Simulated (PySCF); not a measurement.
Spinor energies of Gd⁵⁰⁺ (gadolinium, charge +50)

Start: [Ne] 3s2 3p2; 3p1/2 filled at m_j = -1/2, +1/2. Calculated with PySCF 2.14 in an even-tempered Gaussian basis (18 s from 13 bohr⁻², ratio 2.4; 14 p from 17 bohr⁻², ratio 2.4; 4 d from 59 bohr⁻², ratio 2.6; 4 f from 88 bohr⁻², ratio 2.6): generalised Hartree-Fock with the X2C-1e Hamiltonian and a Gaussian nucleus; one run each with spin-orbit coupling (SO) switched off, then screened by Boettger's factors.

```
spinor shell  electrons  ε, spin-free (eV)  ε, screened SO (eV)  weight of nominal j (screened SO)  rms radius, screened SO (bohr)
       1s1/2          2           -54069.7             -54051.3                              1.000                          0.0249
       2s1/2          2           -11844.7             -11836.2                              1.000                          0.0992
       2p1/2          2           -10931.7             -11438.3                              1.000                          0.0847
       2p3/2          4           -10931.7             -10705.8                              1.000                          0.0909
       3s1/2          2            -4719.4              -4715.9                              1.000                           0.238
       3p1/2          2            -4466.4              -4582.1                              1.000                           0.226
```

| quantity | spin-free | screened SO |
| --- | --- | --- |
| E (hartree) | -8734.49733 | -8749.42129 |
| M_J | 0 | 0 |
| ⟨J²⟩ | 2.000 | 0.000 |
| ⟨L²⟩ | 2.000 | 1.344 |
| ⟨S²⟩ | 2.000 | 1.344 |

Breit and QED terms are absent; they matter most for the inner s and p1/2 levels.

Densities and radii are taken from the X2C orbitals without a picture-change correction, which distorts them close to the nucleus.

Without spin-orbit coupling the j labels of p, d and f shells carry no meaning; the spin-free column gives the mean over the occupied spinors of each nl shell.
